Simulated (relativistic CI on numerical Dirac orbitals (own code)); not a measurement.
**Gd30+: sensitivity of the levels to the model**

Base calculation: Dirac-Coulomb-Breit CI, KLI orbitals optimised for each configuration, QED by a radiative potential, unscaled Slater integrals.

CI space (outside the closed core [Ar] 3d10): 4s2.4p4, 4s.4p5, 4s2.4p3.4d, 4p6, 4s.4p4.4d, 4s2.4p3.4f, 4s.4p4.4f, 4p5.4d, 4s.4p3.4d2, 4s2.4p2.4d.4f, 4p5.4f, 4s2.4p3.5s, 4p4.4d.4f, 4p5.5s, 4s.4p3.4f2, 4s2.4p3.5p, 4s.4p3.4d.5s, 4s2.4p2.4f.5s, 4s.4p4.5s, 4s2.4p3.5d, 4s.4p4.5p, 4s2.4p3.5f, 4s2.4p3.5g, 4s.4p4.5d, 4p4.4f.5s, 4s2.4p3.6s, 4s.4p4.5f, 4s2.4p2.4d2, 4s2.4p.4d3, 4s.4p2.4d3, 4s2.4p.4d2.4f, 4s.4p2.4d2.4f, 4s2.4p.4d2.5s, 4p4.4d2, 4p3.4d3, 4p3.4d2.4f, 4p3.4d2.5s, 4s2.4p2.4d.5s, 4s.4p2.4d2.5s, 4s2.4p.4d.4f.5s, 4s.4p2.4d.4f.5s, 4s2.4p.4d.5s2, 4p4.4d.5s, 4p3.4d.4f.5s, 4p3.4d.5s2, 4s2.4p2.5s2, 4s.4p2.4d.5s2, 4s2.4p.4f.5s2, 4s.4p2.4f.5s2. Double excitations out of closed p, d and f shells are left out; levels of such configurations are missing from the list, as are those of other unlisted configurations, and high levels can miss mixing partners. These lack a partner that the ground configuration has and come out too high: 4s2.4p3.5p, 4s2.4p3.5d, 4s.4p4.5p, 4s2.4p3.5f, 4s2.4p3.5g.

Variants: (1) QED terms removed. Shifts of the energy above 4s2.4p4 3P_2, in cm⁻¹, for the lowest level and the first level of each name with at least 55 % of one term (blank where a level changes its place among those of its configuration and J or its character, or is not in the variant):

| Level | Base | Δ(1) |
| --- | --- | --- |
| 4s2.4p4 3P_2 | 0 | 0 |
| 4s2.4p4 1S_0 | 58215 | +9 |
| 4s2.4p4 3P_1 | 328102 | -466 |
| 4s2.4p4 1D_2 | 358831 | -459 |
| 4s2.4p4 3P_0 | 712141 | -884 |
| 4s.4p5 3P°_2 | 900259 | +3726 |
| 4s2.4p3.4d 3D°_1 | 1149601 | +854 |
| 4s2.4p3.4d 3G°_4 | 1302344 | +339 |
| 4s2.4p3.4d 3G°_5 | 1372694 | +156 |
| 4s.4p4.4d 5F_5 | 1910729 | +5268 |

At this charge energies of transitions that change n are usually good to better than 1 %, and those within a shell (Δn = 0) to a few per cent.

Ionisation energy from the two ground configurations alone: base 1188.99 eV. The NIST ASD value (theoretical) is 1189 eV.

LS names give the leading component of a level, which can be under half, so a name can repeat, a term be missing and a line seem to break the LS rules.
